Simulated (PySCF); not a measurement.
## Spinor energies of Au⁴⁹⁺ (gold, charge +49)

Start: [Ar] 3d10 4s2. Calculated with PySCF 2.14 in an uncontracted even-tempered set (18 s from 3 bohr⁻², ratio 2.6; 15 p from 3.9 bohr⁻², ratio 2.6; 10 d from 3.9 bohr⁻², ratio 2.6; 6 f from 4.1 bohr⁻², ratio 2.8): generalised Hartree-Fock with the X2C-1e Hamiltonian and a Gaussian nucleus; spin-orbit coupling (SO) screened by Boettger's factors.

```
spinor shell  electrons  ε, screened SO (eV)  weight of nominal j (screened SO)  rms radius, screened SO (bohr)
       1s1/2          2             -83792.3                              1.000                          0.0190
       2s1/2          2             -17060.9                              1.000                          0.0767
       2p1/2          2             -16452.8                              1.000                          0.0649
       2p3/2          4             -14604.0                              1.000                          0.0729
       3s1/2          2              -5941.3                              1.000                           0.193
       3p1/2          2              -5672.6                              1.000                           0.184
       3p3/2          4              -5240.2                              1.000                           0.199
       3d3/2          4              -4817.7                              1.000                           0.173
       3d5/2          6              -4724.4                              1.000                           0.177
       4s1/2          2              -2867.5                              1.000                           0.385
```

```tsv
quantity	screened SO
E (hartree)	-17273.69190
M_J	0
⟨J²⟩	0.000
⟨L²⟩	0.083
⟨S²⟩	0.083
```

Breit and QED terms are absent; they matter most for the inner s and p1/2 levels.

Densities and radii are taken from the X2C orbitals without a picture-change correction, which distorts them close to the nucleus.
